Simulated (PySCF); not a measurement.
## Ions at one geometry of [Pb(H2CO)]2+

PySCF 2.14.0, RKS PBE0, Pb def2-SVP with ECP60, O def2-SVP, C def2-SVP, H def2-SVP; non-relativistic Hamiltonian with scalar-relativistic core potentials where named; density fitting; no spin-orbit coupling; singlets restricted, open shells unrestricted. The geometry is relaxed for charge +2, singlet, vacuum:

```xyz
5

Pb    0.0000    0.0000   -0.2388
O     0.0000    0.0000    2.0118
C     0.0000    0.0000    3.2469
H     0.9594    0.0000    3.8021
H    -0.9594    0.0000    3.8021
```

Energies count from the relaxed state; an electron taken off or put on is at rest in vacuum. Charges and spins are Mulliken's.

| state | energy (eV) | spin squared | charge on Pb1 (e) | spin on Pb1 (e) | dipole about the centre of mass (D) |
| --- | --- | --- | --- | --- | --- |
| charge +2, singlet, vacuum | 0.00 | 0.00 | 1.69 | 0.00 | 5.53 |
| charge +3, doublet, vacuum | 21.70 | 0.76 | 1.90 | 0.00 | 15.58 |

**Question.** What does the state charge +1, doublet, vacuum give?

**Answer.** energy (eV) -12.10, spin squared 0.75, charge on Pb1 (e) 0.86, spin on Pb1 (e) 0.91, dipole about the centre of mass (D) 4.08.

With an electron taken off (doublet) the charges change, summed by element, by Pb +0.21 e, O +0.34 e, C +0.13 e, H +0.32 e. The vertical ionisation energy is 21.70 eV, against −ε(HOMO) = 19.09 eV of the relaxed state. The level lies 2.6 eV too high, as is usual for semilocal functionals and global hybrids, which keep a self-interaction error.

With an electron put on (doublet) the charges change, summed by element, by Pb -0.83 e, O +0.03 e, C -0.09 e, H -0.12 e. The vertical electron affinity is 12.10 eV, against −ε(LUMO) = 14.22 eV of the relaxed state.

Open shells may have lower solutions than those found.
